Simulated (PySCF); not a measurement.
The same groups moved round the core (n-butane trifluoromethyl+silyl). All species are isolated molecules in the gas phase. One relaxed conformer stands for each flexible species; it need not be the lowest. Strings in code marks are SMILES.

Method: B3LYP-D3(BJ)/def2-TZVP // B3LYP-D3(BJ)/def2-SVP in PySCF 2.14.0. All candidates: neutral, multiplicity 1. B3LYP has the VWN-RPA correlation part, as in Gaussian. Delta-SCF ions had no search for a lower state. Excitations are Tamm–Dancoff values on a coarser integration grid. The basis has no diffuse functions, so Rydberg states are missing or too high.

The S1 excitation (TDA) is 7.61 eV. The vertical ionisation energy (Delta-SCF) is 10.35 eV and the T1 excitation (TDA) is 7.13 eV.

Question: Identify which member has these values.
(A) `FC(F)(F)CCCC[SiH3]`
(B) `C[C@@H]([SiH3])CCC(F)(F)F` (Si–C–C–C torsion -63°, C–C–C–C torsion -176°)
(C) `C[C@@H](CC[SiH3])C(F)(F)F` (C–C–C–C torsion -64°, C–C–C–Si torsion -177°)
(D) `CC[C@@H]([SiH3])CC(F)(F)F` (C–C–C–Si torsion -63°, Si–C–C–C torsion -64°)

Answer: B, `C[C@@H]([SiH3])CCC(F)(F)F` (Si–C–C–C torsion -63°, C–C–C–C torsion -176°). The others give `CC[C@@H]([SiH3])CC(F)(F)F` (C–C–C–Si torsion -63°, Si–C–C–C torsion -64°): 7.83 eV, 10.39 eV, 7.37 eV; `FC(F)(F)CCCC[SiH3]`: 7.86 eV, 10.53 eV, 7.40 eV; `C[C@@H](CC[SiH3])C(F)(F)F` (C–C–C–C torsion -64°, C–C–C–Si torsion -177°): 7.94 eV, 10.62 eV, 7.45 eV
